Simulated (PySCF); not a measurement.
C4H7NSi, SMILES CC1=CN=C[SiH2]1.

Coordinates come from a B3LYP-D3(BJ)/def2-SVP optimisation. The structure was generated by enumeration, and PubChem lists no compound with its InChIKey, so it may never have been made.

Calculation: B3LYP-D3(BJ)/def2-SVP (PySCF).

Frequencies are harmonic and unscaled.

```tsv
mode	ν (cm⁻¹)	IR (km/mol)	Raman (Å⁴/amu)	depolarisation	moving atoms (share of kinetic energy)
1	155	0.3	0.0	–	H 91 %
2	207	1.8	0.4	0.75	C 57 %, H 40 %
3	277	1.6	2.5	0.64	C 46 %, H 32 %, Si 19 %
4	281	0.0	1.8	0.75	H 53 %, C 42 %
5	370	11.0	3.3	0.75	H 48 %, C 26 %, N 25 %
6	472	10.8	5.1	0.68	C 41 %, Si 39 %, N 12 %, H 9 %
7	585	21.7	0.4	0.75	H 48 %, C 24 %, Si 15 %, N 12 %
8	601	4.0	10.6	0.26	C 52 %, Si 32 %, H 15 %
9	637	2.7	8.4	0.18	C 46 %, N 32 %, Si 14 %, H 8 %
10	687	10.9	17.3	0.75	H 77 %, C 17 %
11	688	32.3	15.3	0.41	H 68 %, C 23 %
12	851	41.1	7.0	0.33	H 39 %, C 28 %, N 22 %, Si 10 %
13	852	38.1	0.5	0.75	H 80 %, C 18 %
14	931	1.5	4.4	0.75	H 69 %, C 29 %
15	939	87.3	20.5	0.75	H 94 %
16	997	8.3	1.4	0.43	H 57 %, C 41 %
17	1045	0.6	0.7	0.75	H 65 %, C 35 %
18	1063	14.5	8.7	0.54	C 58 %, H 28 %, N 14 %
19	1206	6.7	1.4	0.09	C 69 %, H 29 %
20	1290	5.3	3.9	0.23	H 73 %, C 22 %
21	1311	5.6	25.7	0.52	H 67 %, C 24 %, N 8 %
22	1397	1.1	28.4	0.44	H 76 %, C 24 %
23	1450	8.6	19.3	0.75	H 96 %
24	1457	8.3	28.5	0.51	H 94 %
25	1587	4.4	102.3	0.22	C 70 %, N 26 %
26	1637	22.2	10.9	0.30	C 72 %, N 22 %
27	2219	79.0	212.9	0.11	H 98 %
28	2220	95.7	105.0	0.75	H 96 %
29	3012	30.8	221.3	0.04	H 97 %
30	3077	12.8	104.9	0.75	H 91 %, C 9 %
31	3102	16.8	93.3	0.75	H 90 %, C 10 %
32	3123	16.4	188.1	0.36	H 92 %, C 8 %
33	3153	24.4	153.7	0.26	H 91 %, C 9 %
```
